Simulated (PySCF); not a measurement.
**Correlation energy of Mn (manganese, neutral)**

Starting occupation: [Ar] 3d5 4s2, 3d3/2 with m_j = -3/2, -1/2, +1/2, +3/2, 3d5/2 with m_j = +5/2. Calculation: PySCF 2.14, in x2c-TZVPPall-2c (6s7p4d2f1g, 70 functions); X2C-1e with screened-nucleus spin-orbit coupling, Gaussian nucleus. Frozen: [Ne]; 15 electrons correlated; the 6 highest virtual spinors left out.

MP2 pair energies summed by pair of shells (mhartree):

```
 pair   energy  share (%)
3d-3p  -176.66       38.1
3p-3p   -86.07       18.6
3d-3d   -71.26       15.4
3p-3s   -33.28        7.2
3d-3s   -27.74        6.0
3d-4s   -26.15        5.6
4s-4s   -20.84        4.5
3p-4s   -15.84        3.4
3s-3s    -4.36        0.9
3s-4s    -1.12        0.2
```

Total MP2 correlation energy: -463.31 mhartree.

The GHF reference relaxed away from the jj start to a determinant that is no pure jj level (⟨S²⟩ = 8.77, ⟨J²⟩ = 8.77); the energies belong to that determinant.

This basis was not built for core-valence correlation, so the inner-shell part is incomplete.
